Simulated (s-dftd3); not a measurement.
C6H11O2, doublet, at a GFN2-xTB geometry; D3(bjm) for pbe run with s-dftd3.

Here is a job for s-dftd3.
```
$ s-dftd3 mol.xyz --bjm pbe --json dftd3.json --noedisp --grad

# file mol.xyz
19

C     -3.85807020     0.95967222    -0.37650342
C     -2.72379607     0.02789644    -0.49555616
C     -1.39761999     0.64685582    -0.06119054
C     -0.25058292    -0.34322575    -0.19481689
O      0.95414043     0.29651878     0.22769156
C      2.05926239    -0.45553238     0.23387704
C      3.24508912     0.32972990     0.72954954
O      2.08017313    -1.60963750    -0.10279019
H     -4.84320800     0.64269278    -0.65596761
H     -3.71897749     1.95634279    -0.01046028
H     -2.63802306    -0.32814218    -1.53343044
H     -2.91680053    -0.87654340     0.10142949
H     -1.46450970     0.97202389     0.97819619
H     -1.18084832     1.52369226    -0.67324169
H     -0.12987024    -0.67491334    -1.23287639
H     -0.41651639    -1.23223889     0.42498240
H      3.09795120     1.38880713     0.54418736
H      3.34243878     0.16887191     1.80158139
H      4.14816110    -0.02802071     0.24423123
```

Question: What does s-dftd3 print? Leave out banner, timings and long lists.

Answer: 
```
-----------------------------------
 s i m p l e   D F T - D 3  v1.4.0
-----------------------------------

Rational (Becke-Johnson) damping: pbe-D3(BJ)
---------------------
  s6         1.0000
  s8         0.3589
  s9         0.0000
  a1         0.0121
  a2         5.9390
 alp        14.0000
--------------------

Dispersion energy:      -1.6964686979526E-02 Eh

Gradient norm:           8.7067237353903E-04 Eh/a0
--------------------------------------------------
     #    Z           dE/dx      dE/dy      dE/dz
--------------------------------------------------
     1    6 C    -3.874E-04  9.863E-05 -3.329E-05
     2    6 C    -2.698E-04 -2.055E-05 -5.399E-05
     3    6 C    -5.953E-05  1.034E-04  2.009E-05
     4    6 C     4.306E-05 -8.030E-05 -2.862E-05
     5    8 O     8.129E-05  1.587E-05  9.352E-06
     6    6 C     2.956E-04 -7.894E-05  3.111E-05
     7    6 C     2.679E-04  8.439E-05  8.099E-05
     8    8 O     1.454E-04 -2.689E-04 -5.485E-05
     9    1 H    -1.261E-04  2.132E-05 -1.463E-05
    10    1 H    -1.227E-04  1.019E-04  1.364E-05
    11    1 H    -9.381E-05 -5.206E-05 -1.046E-04
    12    1 H    -1.155E-04 -9.365E-05  1.931E-05
    13    1 H    -5.928E-06  8.278E-05  1.158E-04
    14    1 H     2.333E-05  1.343E-04 -4.212E-05
    15    1 H     2.180E-05 -6.665E-05 -1.202E-04
    16    1 H    -7.486E-06 -1.248E-04  5.010E-05
    17    1 H     1.025E-04  8.896E-05  2.531E-05
    18    1 H     9.661E-05  3.239E-05  7.981E-05
    19    1 H     1.108E-04  2.183E-05  6.805E-06
--------------------------------------------------

Virial:
--------------------------------------------------
      component           x          y          z
--------------------------------------------------
          x       1.303E-02 -1.319E-03  1.822E-03
          y      -1.319E-03  3.050E-03  4.608E-04
          z       1.822E-03  4.608E-04  1.436E-03
--------------------------------------------------

[Info] JSON dump of results written to 'dftd3.json'
```
